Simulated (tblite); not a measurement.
A tight-binding relaxation on `ClC1=C[SiH2]C2(CC2)[SiH2][Se]1`.

Computed with GFN2-xTB geometry optimisation, gas phase (tblite 0.8.0). Start geometry: from a force field or distance geometry. The input is one job of a driver script: a line of settings, then coordinates in Å.

Command:
```bash
OMP_NUM_THREADS=1 python probes_run.py task.json out
```

Input:
```
{"job": {"kind": "relax", "xc": "GFN2-xTB", "basis": "xTB"}, "charge": 0, "multiplicity": 1}
Cl     4.408600     1.155000     0.057900
C      2.757500     0.523700     0.270600
C      2.297600    -0.313600    -0.613400
Si     0.655600    -1.042000    -0.558200
C     -0.750600    -0.053700     0.016300
C     -2.025700     0.041200    -0.806000
C     -1.967700    -0.820000     0.458900
Si    -0.350300     1.453700     1.011500
Se     1.743000     1.050900     1.814200
H      2.951500    -0.557300    -1.458300
H      0.736300    -2.313600     0.206200
H      0.333200    -1.459000    -1.949100
H     -2.539700     1.026300    -0.683900
H     -2.113600    -0.541900    -1.728700
H     -1.937500    -1.917900     0.345400
H     -2.487500    -0.460800     1.382200
H     -0.379500     2.612800     0.109000
H     -1.340200     1.622500     2.113900
```

Output:
```
step      E/eV     max force
  0    -719.08913    3.155
  1    -719.35620    1.164
  2    -719.46724    0.720
  3    -719.51904    0.625
  4    -719.56676    0.439
  5    -719.60905    0.466
  6    -719.63432    0.322
  7    -719.64878    0.309
  8    -719.66048    0.268
  9    -719.67143    0.295
... (106 lines left out)
116    -719.72104    0.019
117    -719.72111    0.019
118    -719.72119    0.021
119    -719.72125    0.019
120    -719.72128    0.013
121    -719.72130    0.011
122    -719.72132    0.011
123    -719.72134    0.011
124    -719.72136    0.010
125    -719.72137    0.008
```

«max force» is the largest atomic force in eV/Å.

Q: From which step on does the largest force stay under 0.1 eV/Å, and how much energy is left to gain from there?

A: From step 16 (0.084 eV/Å), 21.1 meV above the end.

Main results: energy lowered by 14.6 kcal/mol over 125 steps; largest atomic force 0.008 eV/Å at the end.

Q: Give the final coordinates.

A: 0.393 Å rms from the input after alignment:
```
atom  x, y, z in Å
Cl1    4.1110    1.5098   -0.2381
C2     2.6635    0.6295    0.0998
C3     2.1761   -0.2721   -0.7431
Si4    0.6569   -1.3167   -0.3969
C5    -0.7484   -0.1360    0.0911
C6    -1.8510    0.1178   -0.9113
C7    -2.1238   -0.7341    0.2727
Si8   -0.2730    1.3053    1.2118
Se9    1.9364    1.0961    1.8077
H10    2.7088   -0.4230   -1.6715
H11    0.8982   -2.2488    0.7106
H12    0.3056   -2.0378   -1.6235
H13   -2.2961    1.1014   -0.9481
H14   -1.7787   -0.3571   -1.8787
H15   -2.2348   -1.7982    0.1232
H16   -2.7580   -0.3412    1.0536
H17   -0.4312    2.5960    0.5312
H18   -0.9702    1.3154    2.4977
```

The run took 5.6 s wall, 5.0 s CPU on one thread, Intel Xeon at 2.50 GHz (x86_64) (shared host).
Labels such as C1 count atoms from 1, the log's own numbers from 0.
